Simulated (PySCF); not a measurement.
H2MgO2, SMILES [OH][Mg][OH]. Coordinates come from a PBE0-D3(BJ)/def2-TZVP optimisation. One conformer was computed; it need not be the lowest.

Q: Give the equilibrium geometry at PBE0-D3(BJ)/def2-TZVP (PySCF confirms it by a frequency run) as bond lengths and angles, and its point group. (Estimate from the structure and the level; the computed values follow.)

A: One answer among several that fit: point group C2.
Atoms: Mg1 O2 O3 H4 H5. Bond lengths (Å): Mg1–O2 1.767, Mg1–O3 1.767, O2–H4 0.948, O3–H5 0.948. Angles (°): O2–Mg1–O3 179.3, Mg1–O2–H4 155.0, Mg1–O3–H5 155.0.
Charge 0, spin multiplicity 1.
